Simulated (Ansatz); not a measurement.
`[SiH3]C[BH][AlH][SiH3]` + `C=N` → `C=NBC[SiH3]` + `[AlH2][SiH3]`  (cleavage of the B–Al bond)

Computed with Ansatz on PBE0-D4/def2-TZVP structures; ΔE is electronic, products minus reactants. CCSD(T)/CBS adds triple-zeta CCSD(T) − MP2 to the extrapolated MP2 energy (def2 sets, frozen cores). This one scheme is used for every species. Functionals use def2-TZVPP. B3LYP here is the variant with VWN-RPA as its local correlation; programs differ in this. Each species was taken in one conformer, which may not be the lowest.

Is it downhill or uphill in electronic energy at CCSD(T)/CBS, and by how much? (Best estimate.)

Ansatz gave: Downhill: ΔE = -30.5 kcal/mol.

What do these levels give: BLYP-D4, PBE0-D4, r2SCANh-D4, CAM-B3LYP-D4, ωB97M-V, r2SCAN, B3LYP, CAM-B3LYP, LC-ωPBE, SCS-MP2/def2-TZVPP, CCSD(T)/def2-TZVPP, HF/CBS(def2)? (An estimate is asked.)

Ansatz gave: BLYP-D4 -34.5, PBE0-D4 -31.0, r2SCANh-D4 -32.7, CAM-B3LYP-D4 -35.1, ωB97M-V -32.0, r2SCAN -33.2, B3LYP -35.9, CAM-B3LYP -36.2, LC-ωPBE -32.3, SCS-MP2/def2-TZVPP -32.5, CCSD(T)/def2-TZVPP -30.5, HF/CBS(def2) -35.0 kcal/mol.

Largest T1 diagnostic among the species: 0.014.

From BLYP to BHLYP (50 % exact exchange), in def2-TZVPP and without D4, ΔE moves by +0.9 kcal/mol. The D4 term adds +1.7 kcal/mol with B3LYP and +1.0 kcal/mol with PBE0; it sums over pairs of atoms, weighted by their polarisabilities, and B3LYP, whose exchange is more repulsive, gets the larger term.
